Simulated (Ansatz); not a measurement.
Start from `N[SiH2]C(N)[SiH3]` and change one atom or group to get `N[CH]([SiH3])[ZnH]`.

Ansatz, PBE0-D4/def2-TZVP geometries, multiplicity 1. Each molecule was computed in one conformer, which needn't be the lowest.

Scalar relativity is left out up to krypton.

```csv
property,`N[SiH2]C(N)[SiH3]`
HOMO–LUMO gap (PBE/def2-TZVPP) / eV,4.76
LUMO energy (PBE0/def2-TZVPP) / eV,0.32
HOMO–LUMO gap (B3LYP/def2-TZVPP) / eV,6.45
HOMO–LUMO gap (PBE0/def2-TZVPP) / eV,6.91
size of the dipole moment (B3LYP/def2-TZVPP) / D,1.46
HOMO energy (B3LYP/def2-TZVPP) / eV,-6.38
```

Question: Give the same properties after the change, and the shifts. (An estimate is asked.)

Answer: Ansatz gave: 
```
                                        property  `N[CH]([SiH3])[ZnH]`  shift
             HOMO–LUMO gap (PBE/def2-TZVPP) / eV                  3.41  -1.35
              LUMO energy (PBE0/def2-TZVPP) / eV                 -0.72  -1.04
           HOMO–LUMO gap (B3LYP/def2-TZVPP) / eV                  4.84  -1.61
            HOMO–LUMO gap (PBE0/def2-TZVPP) / eV                  5.28  -1.63
size of the dipole moment (B3LYP/def2-TZVPP) / D                  1.27  -0.19
             HOMO energy (B3LYP/def2-TZVPP) / eV                 -5.83   0.55
```

With PBE0 the HOMO rises by 0.58 eV and the LUMO falls by 1.04 eV, so the gap narrows by about 1.62 eV. PBE moves the HOMO by 0.40 eV and ωB97M-V by 0.67 eV. Dipoles are sizes alone; their direction can turn.

B3LYP here is the variant with VWN-RPA as its local correlation; programs differ in this.
